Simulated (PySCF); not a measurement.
An unknown shows these calculated signals:

1H NMR (500 MHz, computed): δ 7.70 (m, 1H), 7.55 (m, 1H), 6.64 (m, 1H), 5.88 (m, 1H), 5.34 (m, 1H), 5.21 (m, 1H), 2.52 (d, 2H), 0.90 (s, 3H).

13C{1H} NMR (computed): δ 171.7 (C), 157.8 (CH), 144.9 (CH), 138.5 (CH), 129.1 (CH2), 119.5 (CH), 30.8 (CH2), 7.9 (CH3).

PySCF 2.14 calculation with shieldings: GIAO CAM-B3LYP/pcSseg-1 and coordinates at the PBE0-D3(BJ)/def2-SVP level; non-relativistic Hamiltonian, rapidly exchanging positions averaged, a single conformation, no solvent model.

References, each an isolated molecule treated in the same way: 1H and 13C against TMS.

Which of these does the molecule contain: a methoxy group, a non-aromatic C=C double bond, a heteroaromatic ring, an ester, an OH group, a vinyl group CH=CH2?

## Answers


- A methoxy group: no.
- A non-aromatic C=C double bond: yes.
- A heteroaromatic ring: yes.
- An ester: no.
- An OH group: no.
- A vinyl group CH=CH2: yes (δC 129.1, 144.9; δH 5.21 (m), 5.34 (m), 5.88 (m)).

The data belong to SMILES C=CCB(C)c1ccco1, C8H11BO; they needn't prove each group on their own.

Carbon signals by region: 1 in the far downfield region (above 160 ppm), 5 in the sp2 and nitrile region (100–160 ppm), 2 below 50 ppm. Above 160 ppm: 171.7, substituted aromatic carbon next to the ring oxygen.

A carbon bonded to boron is broadened by the quadrupolar boron nucleus and is often missing from a measured spectrum. Shifts are as computed, not scaled to solution data. Of 1313 compounds with measured shifts, 239 miss one by over three times the rms of a fit or turn the order of signals round; such compounds aren't used in these exercises. No couplings were computed; multiplicities are counted from neighbouring protons, with m where these are inequivalent, close in shift, in a saturated or five-membered ring or joined by F or P, and br s for small geminal =CH2 splittings.
